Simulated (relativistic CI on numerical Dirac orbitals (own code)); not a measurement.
## What each ingredient does to the levels of Ag46+

Base calculation: Dirac-Coulomb-Breit CI, KLI orbitals optimised for each configuration, model QED.

CI space: 1s, 2s, 2p, 3s, 3p, 3d, 4s, 4p, 4d, 4f, 5s, 5p, 5d, 5f, 5g, 6s, 6p, 6d. Levels of other configurations are missing.

Variants: (1) QED terms removed; (2) non-relativistic limit. Shifts of the energy above 1s ²S1/2, in eV, for the lowest level and the first level of each name with at least 55 % of one term (blank where a level changes its place among those of its configuration and J or its character, or is not in the variant):

```
    Level     Base   Δ(1)    Δ(2)
 1s ²S1/2      0.0    0.0     0.0
2p ²P°1/2  23157.5  +27.6  -617.0
 2s ²S1/2  23161.9  +23.4  -621.4
2p ²P°3/2  23396.5  +27.2  -856.0
3p ²P°1/2  27522.2  +27.7  -807.5
 3s ²S1/2  27523.5  +26.5  -808.8
 3d ²D3/2  27593.1  +27.7  -878.3
3p ²P°3/2  27593.2  +27.6  -878.5
 3d ²D5/2  27615.4  +27.7  -900.6
4p ²P°1/2  29040.0  +27.7  -864.2
 4s ²S1/2  29040.5  +27.2  -864.8
 4d ²D3/2  29069.8  +27.7  -894.0
4p ²P°3/2  29069.9  +27.7  -894.1
4f ²F°5/2  29079.2  +27.7  -903.5
 4d ²D5/2  29079.2  +27.7  -903.5
4f ²F°7/2  29083.9  +27.7  -908.1
5p ²P°1/2  29738.3  +27.7  -886.3
 5s ²S1/2  29738.6  +27.5  -886.6
 5d ²D3/2  29753.5  +27.7  -901.5
5p ²P°3/2  29753.5  +27.7  -901.6
5f ²F°5/2  29758.3  +27.7  -906.4
 5d ²D5/2  29758.3  +27.7  -906.4
```
